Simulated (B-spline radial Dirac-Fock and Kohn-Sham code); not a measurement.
Z = 67 (holmium), transition energy 396 keV. Calculated with an atomic code on a B-spline grid, using a Dirac-Hartree-Slater potential of the neutral atom with a Latter tail (no hole, which puts coefficients of high multipoles low close above an edge), finite nucleus with surface currents. Subshells that would emit electrons below 1 keV are left out.

Problem. A pure transition shows α(K) = 0.0635, L1/L2 = 0.600 and L1/L3 = 1.40. What is its multipolarity?
A. M4
B. M3
C. E3
D. E2
E. E1
F. M1
G. M2
H. E4

Solution. C. For comparison, α(K), L1/L2, L1/L3 are E1 0.00777, 11.0, 10.8; E2 0.0231, 1.85, 3.16; E4 0.172, 0.306, 0.827; M1 0.0499, 13.8, 93.7; M2 0.171, 8.76, 23.2; M3 0.495, 5.94, 6.17; M4 1.41, 4.39, 2.70.
